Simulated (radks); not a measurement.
Values are calculated unless marked as measured or tabulated.
Ionisation of Ta, [Xe] 4f14 5d3 6s2, to Ta+, [Xe] 4f14 5d3 6s1, under several functionals. Scalar-relativistic Kohn-Sham, spin-unpolarised, spherical densities, finite nucleus; a radial shooting solver on a logarithmic mesh with Libxc functionals. Known Delta-SCF values: MS2 meta-GGA 8.476 eV; HCTH/407 8.445 eV. What does exchange-only r2SCAN give, and what is its highest occupied eigenvalue?

Answer. 7.654 eV by Delta-SCF; the 5d eigenvalue is -2.635 eV. NIST: 7.550 eV (measured).

Beside tabulated values, note that spin-unpolarised runs miss the spin-polarisation part of the exchange energy of open shells.
